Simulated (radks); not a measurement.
The xenon ion Xe+ inside a hard spherical wall (all orbitals vanish at R), configuration held at [Kr] 4d10 5s2 5p5 and not refilled when levels cross. All-electron calculation, scalar-relativistic Kohn-Sham, LDA (Slater exchange, VWN5 correlation), spin-polarised, spherical densities, finite nucleus; open shells are filled with parallel spins first (spin-orbit coupling, left out, can overturn this in heavy ions); Fermi nuclear charge, rms radius 4.7859 fm. Program: a radial shooting solver on a logarithmic mesh with Libxc functionals. Eigenvalues in eV for spin up, with the zero of energy where the potential of the charges vanishes at infinity; a dash marks a level that is unbound or too diffuse for the functional's potential to be trusted. A positive occupied level is held by the wall or, in an anion where self-interaction has pushed it up, behind a barrier. The pressure on the wall is -dE/dV.

[
 {"R (bohr)": "free", "E (hartree)": "-7440.65996", "kinetic (hartree)": "7822.109", "e(4p)": "-151.13", "e(4d)": "-69.551", "e(5s)": "-29.617", "e(5p)": "-17.462", "e(6s, empty)": "-5.503", "e(5d, empty)": "-4.421", "pressure (GPa)": "0"},
 {"R (bohr)": "15", "E (hartree)": "-7440.65996", "kinetic (hartree)": "7822.109", "e(4p)": "-151.13", "e(4d)": "-69.551", "e(5s)": "-29.617", "e(5p)": "-17.462", "e(6s, empty)": "-5.502", "e(5d, empty)": "-4.420", "pressure (GPa)": "< 0.0001"},
 {"R (bohr)": "12", "E (hartree)": "-7440.65996", "kinetic (hartree)": "7822.109", "e(4p)": "-151.13", "e(4d)": "-69.551", "e(5s)": "-29.617", "e(5p)": "-17.462", "e(6s, empty)": "-5.492", "e(5d, empty)": "-4.415", "pressure (GPa)": "< 0.0001"},
 {"R (bohr)": "6", "E (hartree)": "-7440.65411", "kinetic (hartree)": "7822.171", "e(4p)": "-150.91", "e(4d)": "-69.335", "e(5s)": "-29.446", "e(5p)": "-17.284", "e(6s, empty)": "-2.728", "e(5d, empty)": "-3.318", "pressure (GPa)": "0.737"},
 {"R (bohr)": "5", "E (hartree)": "-7440.62013", "kinetic (hartree)": "7822.446", "e(4p)": "-150.12", "e(4d)": "-68.561", "e(5s)": "-28.849", "e(5p)": "-16.623", "e(6s, empty)": "1.714", "e(5d, empty)": "-1.507", "pressure (GPa)": "7.07"},
 {"R (bohr)": "4", "E (hartree)": "-7440.39628", "kinetic (hartree)": "7823.844", "e(4p)": "-147.09", "e(4d)": "-65.604", "e(5s)": "-26.504", "e(5p)": "-13.816", "e(6s, empty)": "14.775", "e(5d, empty)": "3.976", "pressure (GPa)": "72.8"},
 {"R (bohr)": "3.5", "E (hartree)": "-7439.97833", "kinetic (hartree)": "7826.015", "e(4p)": "-143.42", "e(4d)": "-62.062", "e(5s)": "-23.388", "e(5p)": "-9.933", "e(6s, empty)": "29.932", "e(5d, empty)": "10.489", "pressure (GPa)": "249"},
 {"R (bohr)": "3", "E (hartree)": "-7438.86286", "kinetic (hartree)": "7831.033", "e(4p)": "-136.83", "e(4d)": "-55.751", "e(5s)": "-16.790", "e(5p)": "-1.648", "e(6s, empty)": "58.840", "e(5d, empty)": "23.206", "pressure (GPa)": "922"},
 {"R (bohr)": "2.5", "E (hartree)": "-7435.68734", "kinetic (hartree)": "7843.675", "e(4p)": "-124.77", "e(4d)": "-44.223", "e(5s)": "-1.245", "e(5p)": "17.511", "e(6s, empty)": "118.00", "e(5d, empty)": "50.082", "pressure (GPa)": "3940"},
 {"R (bohr)": "2", "E (hartree)": "-7425.36098", "kinetic (hartree)": "7881.231", "e(4p)": "-100.13", "e(4d)": "-19.910", "e(5s)": "42.297", "e(5p)": "68.834", "e(6s, empty)": "253.90", "e(5d, empty)": "114.43", "pressure (GPa)": "21600"},
 {"R (bohr)": "1.5", "E (hartree)": "-7383.21676", "kinetic (hartree)": "8018.655", "e(4p)": "-37.596", "e(4d)": "47.238", "e(5s)": "195.92", "e(5p)": "237.68", "e(6s, empty)": "629.32", "e(5d, empty)": "299.93", "pressure (GPa)": "175000"}
]
